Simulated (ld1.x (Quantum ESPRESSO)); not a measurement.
# Transferability test, TM potential for silver

| Item | Value |
| --- | --- |
| Element | silver |
| Generator | ld1.x (Quantum ESPRESSO) 7.5 |
| Type | norm-conserving Troullier–Martins (Kleinman–Bylander form) |
| Functional | PBE |
| Relativity | scalar-relativistic |
| Frozen core | [Ar] 3d10 |
| Valence charge | 19 |
| Reference configuration | 4s2 4p6 4d9 5s0 5p0 (charge +2) |
| Partial waves | 4s (bound): rc 1.30 bohr; 4d (bound): rc 1.00 bohr; 4p (bound): rc 0.95 bohr |
| Local potential | the p channel |
| Core correction | none |

Energies are relative to the spin-unpolarised reference configuration 4s2 4p6 4d9 5s0 5p0; without spin polarisation the order of configurations can differ from experiment. The frozen-core shift is the all-electron ΔE with the core orbitals held at their reference shape minus the fully relaxed ΔE.

```json
{"valence configuration": "4s2 4p6 4d10 5s0 5p0", "charge": "+1", "ΔE all-electron (eV)": "-22.114", "error AE − PS (meV)": "+2.6", "frozen-core shift (meV)": "+1.8"}
{"valence configuration": "4s2 4p6 4d8 5s0 5p0", "charge": "+3", "ΔE all-electron (eV)": "36.193", "error AE − PS (meV)": "+1.1", "frozen-core shift (meV)": "-1.1"}
{"valence configuration": "4s2 4p6 4d10 5s0 5p1", "charge": "0", "ΔE all-electron (eV)": "-26.005", "error AE − PS (meV)": "+13", "frozen-core shift (meV)": "+0.9"}
{"valence configuration": "4s2 4p6 4d9 5s1 5p1", "charge": "0", "ΔE all-electron (eV)": "-21.299", "error AE − PS (meV)": "+401", "frozen-core shift (meV)": "-3.6"}
{"valence configuration": "4s2 4p6 4d7 5s0 5p0", "charge": "+4", "ΔE all-electron (eV)": "87.909", "error AE − PS (meV)": "+13", "frozen-core shift (meV)": "+1.2"}
```

Question: What are ΔE and the potential's error for 4s2 4p6 4d10 5s1 5p0?

Answer: ΔE = -29.871 eV all-electron; the error (AE − PS) is +274 meV.

Question: What are ΔE and the potential's error for 4s2 4p6 4d10 5s0.5 5p0?

Answer: ΔE = -26.854 eV all-electron; the error (AE − PS) is +160 meV.

Levels in the configuration 4s2 4p6 4d9 5s1 5p1:

```json
{"level": "4s", "all-electron (eV)": "-101.070", "pseudo (eV)": "-100.848"}
{"level": "4p", "all-electron (eV)": "-64.431", "pseudo (eV)": "-64.218"}
{"level": "4d", "all-electron (eV)": "-12.527", "pseudo (eV)": "-12.347"}
{"level": "5s", "all-electron (eV)": "-6.749", "pseudo (eV)": "-7.044"}
{"level": "5p", "all-electron (eV)": "-2.084", "pseudo (eV)": "-2.048"}
```

A variational frozen-core shift is positive and of second order in the change. This column holds negative values, so the frozen-core run of ld1.x carries numerical noise or an error of first order here, and the column gives no more than the rough size of the effect.
